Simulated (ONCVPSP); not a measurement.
**Building the ONCV potential for Mg (PBEsol, scalar-relativistic).**

The input file (ONCVPSP 4.0.1):

```
# ATOM AND REFERENCE CONFIGURATION
# atsym  z   nc   nv     iexc    psfile
  Mg 12.00    3    2  -116133      upf
#
#   n    l    f
    1    0    2.00
    2    0    2.00
    2    1    6.00
    3    0    1.00
    3    1    1.00
#
# PSEUDOPOTENTIAL AND OPTIMIZATION
# lmax
    1
#
#   l,   rc,      ep,       ncon, nbas, qcut
    0    2.40    0.00    4    8    2.40
    1    2.95    0.00    3    7    3.20
#
# LOCAL POTENTIAL
# lloc, lpopt,  rc(5),   dvloc0
    0    5    2.40    0.00
#
# VANDERBILT-KLEINMAN-BYLANDER PROJECTORs
# l, nproj, debl
    0    0    0.30
    1    3    0.70
#
# MODEL CORE CHARGE
# icmod, fcfact, rcfact
    0    0.00    0.00
#
# LOG DERIVATIVE ANALYSIS
# epsh1, epsh2, depsh
   -2.00    5.00    0.02
#
# OUTPUT GRID
# rlmax, drl
    6.00    0.01
#
# TEST CONFIGURATIONS
# ncnf
    4
# nvcnf
#   n    l    f
    2
    3    0    2.00
    3    1    0.00
#
    2
    3    0    1.00
    3    1    0.00
#
    2
    3    0    1.50
    3    1    0.00
#
    2
    3    0    0.00
    3    1    2.00
#
```

Command:

```bash
oncvpsp.x < Mg.dat > Mg.out
```

Resulting log (shortened: citation, most of the input echo, consistency checks and plot data are left out):

```
ONCVPSP  (Optimized Norm-Conservinng Vanderbilt PSeudopotential)
scalar-relativistic version 4.0.1

#   n    l    f        energy (Ha)
    1    0    2.00    -4.6258496E+01
    2    0    2.00    -3.0014798E+00
    2    1    6.00    -1.7866400E+00
    3    0    1.00    -2.0670705E-01
    3    1    1.00    -7.5558418E-02

Reference configufation results
  iterations    26
  all-electron total energy (Ha)   -1.99712678D+02

Begin loop to  construct optimized pseudo wave functions
and semi-local pseudopoentials for all angular momenta

Calculating optimized projector #   1

 for l=   0

    Fraction of norm inside rc  0.325809
    Optimizing pswf for qcut=   2.40 a_B^-1,  ecut=   2.88 Ha
    Residual kinetic energy error=  1.82D-03 Ha

    Energy error per electron        Cutoff
         Ha          eV             Ha
         0.01000     0.27211        1.49
         0.00100     0.02721        3.79
         0.00010     0.00272       24.41
         0.00001     0.00027       30.27

   Wellstate for l =  1  n =  4
     eigenvalue =   0.6244
     asymptotic potential =   1.1244
     half-point radius =  4.9388

   Wellstate for l =  1  n =  5
     eigenvalue =   1.3244
     asymptotic potential =   1.8244
     half-point radius =  5.3975

Calculating optimized projector #   1

 for l=   1

    Fraction of norm inside rc  0.252446
    Optimizing pswf for qcut=   3.21 a_B^-1,  ecut=   5.14 Ha
    Residual kinetic energy error=  9.78D-07 Ha

    Energy error per electron        Cutoff
         Ha          eV             Ha
         0.01000     0.27211        0.69
         0.00100     0.02721        1.22
         0.00010     0.00272        1.78
         0.00001     0.00027        3.74

Calculating optimized projector #   2

 for l=   1

    Fraction of norm inside rc  0.342489
    Optimizing pswf for qcut=   3.21 a_B^-1,  ecut=   5.14 Ha
    Residual kinetic energy error=  6.25D-06 Ha

    Energy error per electron        Cutoff
         Ha          eV             Ha
         0.01000     0.27211        1.71
         0.00100     0.02721        2.85
         0.00010     0.00272        3.70
         0.00001     0.00027        4.45

Calculating optimized projector #   3

 for l=   1

    Fraction of norm inside rc  0.214981
    Optimizing pswf for qcut=   3.21 a_B^-1,  ecut=   5.14 Ha
    Residual kinetic energy error=  7.38D-05 Ha

    Energy error per electron        Cutoff
         Ha          eV             Ha
         0.01000     0.27211        2.74
         0.00100     0.02721        3.87
         0.00010     0.00272        5.65
         0.00001     0.00027       29.83

Construct Vanderbilt / Kleinmman-Bylander projectors

B matrix Hermiticity error, ll=   1
   1   2    1.3965E-05
   1   3   -2.1146E-05
   2   3    2.3735E-05

  Orthonormal projector coefficients -6.0970E-01  5.5031E-01  1.2341E-01

Pseudoatom total energy   -0.698335

Diagnostic tests using Vanderbilt-Kleinman-Bylander pseudopotentials
  1 or more projectors used as specified by nproj input data

   l    rcore       rmatch      e in        delta e   norm test  slope test

   0   2.4092808   2.4824318  -0.2067071  -0.0000004   1.0000001   0.9999270

   1   2.9526962   3.0423464  -0.0755584   0.0000014   1.0000113   0.9999068
   1   2.9526962   3.0423464   0.6244416   0.0000006   1.0000618   1.0000618
   1   2.9526962   3.0423464   1.3244416   0.0000480   1.0000099   1.0000099

 Testing for bound ghosts
   n   l    E NL Schr. Eq   E Basis Diag.   E Cutoff

   2   1       -0.075557       -0.069240     34.48

 Testing for highly-localized positive-energy ghosts
       l    <radius>/rc     E Basis Diag.   E Cutoff

Test configuration 0

   n   l     f        eae           eps        diff
   1   0  2.0000  -46.25849609
   2   0  2.0000   -3.00147979
   2   1  6.0000   -1.78663997
   3   0  1.0000   -0.20670705   -0.20670744   -3.90D-07
   3   1  1.0000   -0.07555842   -0.07555697    1.44D-06

    Total energies and differences
      AE_ref= -1.99712678D+02  AE_tst= -1.99712678D+02  dif=  0.00D+00
      PS_ref= -6.98334996D-01  PS_tst= -6.98334996D-01  dif= -2.22D-16
      PSP excitation error=  2.22D-16

Test configuration 1

   n   l     f        eae           eps        diff
   1   0  2.0000  -46.18073371
   2   0  2.0000   -2.92500224
   2   1  6.0000   -1.71072028
   3   0  2.0000   -0.17196491   -0.17230207   -3.37D-04

    Total energies and differences
      AE_ref= -1.99712678D+02  AE_tst= -1.99840359D+02  dif= -1.28D-01
      PS_ref= -6.98334996D-01  PS_tst= -8.26279712D-01  dif= -1.28D-01
      PSP excitation error=  2.63D-04

Test configuration 2

   n   l     f        eae           eps        diff
   1   0  2.0000  -46.51888254
   2   0  2.0000   -3.25805783
   2   1  6.0000   -2.04336711
   3   0  1.0000   -0.41564434   -0.41593427   -2.90D-04

    Total energies and differences
      AE_ref= -1.99712678D+02  AE_tst= -1.99549283D+02  dif=  1.63D-01
      PS_ref= -6.98334996D-01  PS_tst= -5.34759728D-01  dif=  1.64D-01
      PSP excitation error= -1.80D-04

Test configuration 3

   n   l     f        eae           eps        diff
   1   0  2.0000  -46.33920990
   2   0  2.0000   -3.08150963
   2   1  6.0000   -1.86706563
   3   0  1.5000   -0.28971252   -0.29020142   -4.89D-04

    Total energies and differences
      AE_ref= -1.99712678D+02  AE_tst= -1.99725374D+02  dif= -1.27D-02
      PS_ref= -6.98334996D-01  PS_tst= -7.11081090D-01  dif= -1.27D-02
      PSP excitation error=  4.97D-05

Test configuration 4

   n   l     f        eae           eps        diff
   1   0  2.0000  -46.32858002
   2   0  2.0000   -3.07046610
   2   1  6.0000   -1.85498122
   3   1  2.0000   -0.09691589   -0.09670352    2.12D-04

    Total energies and differences
      AE_ref= -1.99712678D+02  AE_tst= -1.99578476D+02  dif=  1.34D-01
      PS_ref= -6.98334996D-01  PS_tst= -5.64788602D-01  dif=  1.34D-01
      PSP excitation error=  6.55D-04
```

The run took about 2.3 s on one core of a shared server CPU.
